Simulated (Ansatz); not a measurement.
```yaml
crystal:
  periodic: [false, false, false]
  atoms:
    - {symbol: N, position_ang: [0.269203, -0.983440, 1.758880]}
    - {symbol: C, position_ang: [0.891540, 0.160405, 1.073536]}
    - {symbol: Si, position_ang: [0.101660, 0.595240, -0.579371]}
    - {symbol: N, position_ang: [0.374475, -0.782601, -1.574550]}
    - {symbol: N, position_ang: [-1.595536, 0.829896, -0.554672]}
    - {symbol: H, position_ang: [0.194737, -1.764108, 1.115428]}
    - {symbol: H, position_ang: [-0.682258, -0.745172, 2.015073]}
    - {symbol: H, position_ang: [0.855065, 1.027274, 1.741818]}
    - {symbol: H, position_ang: [1.961137, -0.048678, 0.944047]}
    - {symbol: H, position_ang: [0.647236, 1.900643, -1.068910]}
    - {symbol: H, position_ang: [-0.069931, -0.836276, -2.477249]}
    - {symbol: H, position_ang: [1.280064, -1.223727, -1.592110]}
    - {symbol: H, position_ang: [-1.999703, 1.745069, -0.458712]}
    - {symbol: H, position_ang: [-2.240489, 0.096378, -0.314606]}
basis:
  gaussian: {orbitals: cc-pVTZ-DK, fitting: {mean_field: def2-universal-jkfit}}
magnetization: {spin_polarized: true, initial_magnetization: 6}
hamiltonian: {xc: {name: B97}}
output: {forces: true}
```

```sh
$ ansatz run in.yaml --threads 4 --pin off --events-out ev --progress --plain --max-ram 10444MiB
```

Output, abridged:

```
Functional definition: B97
596 factors; integrals over basis functions are off by at most 1.1e0 eV
mean field evaluation 1: about -13519.6688 eV, gradient 5.2e1 eV
mean field evaluation 2: about -13489.4959 eV, gradient 8.4e1 eV
mean field evaluation 4: about -13532.0019 eV, gradient 7.6e0 eV
mean field evaluation 8: about -13532.3985 eV, gradient 6.1e-1 eV
mean field evaluation 16: about -13532.4164 eV, gradient 2.4e-1 eV
mean field evaluation 32: about -13532.5576 eV, gradient 6.3e-6 eV
mean field -13532.55764227 eV, -497.3123206565 hartree, gradient 6.3e-6 eV, S^2 12.010837; 10 other end points of the search recorded, 0 dependent functions left out
reference -13532.55770096 eV, -497.3123228131 hartree; 28, 22 occupied and 252, 258 virtual orbitals, 596 factors
Total energy: -13532.55770096 eV, -497.3123228131 hartree
Relativity: scalar
Atom 0 at     0.269203    -0.983440     1.758880 Å, force     1.057232     2.704805    -1.905649 eV/Å
Atom 1 at     0.891540     0.160405     1.073536 Å, force     1.314002    -0.549029     3.256349 eV/Å
Atom 2 at     0.101660     0.595240    -0.579371 Å, force     3.293325     2.826185     0.242424 eV/Å
Atom 3 at     0.374475    -0.782601    -1.574550 Å, force     0.346884    -1.383702    -1.343151 eV/Å
Atom 4 at    -1.595536     0.829896    -0.554672 Å, force    -2.424996    -0.345804     0.376105 eV/Å
Atom 5 at     0.194737    -1.764108     1.115428 Å, force     0.680087    -2.378383    -0.643631 eV/Å
Atom 6 at    -0.682258    -0.745172     2.015073 Å, force    -1.829593     0.436174     1.621682 eV/Å
Atom 7 at     0.855065     1.027274     1.741818 Å, force    -0.396647     0.055602     0.034800 eV/Å
Atom 8 at     1.961137    -0.048678     0.944047 Å, force    -0.212529    -0.267555    -0.506345 eV/Å
Atom 9 at     0.647236     1.900643    -1.068910 Å, force     0.356251    -0.279862     0.277806 eV/Å
Atom 10 at    -0.069931    -0.836276    -2.477249 Å, force    -1.244663    -0.377738    -1.774166 eV/Å
Atom 11 at     1.280064    -1.223727    -1.592110 Å, force     1.620026    -1.233302     0.233476 eV/Å
Atom 12 at    -1.999703     1.745069    -0.458712 Å, force    -1.037567     2.407691    -0.034223 eV/Å
Atom 13 at    -2.240489     0.096378    -0.314606 Å, force    -1.521812    -1.615080     0.164523 eV/Å
Dipole moment:     0.164320     0.009940     0.157812 e Å
```

(1) What is wrong with this run?

Results:

(1) The spin is set far too high for this molecule. The run converged. The result belongs to that input, not to the molecule as meant.
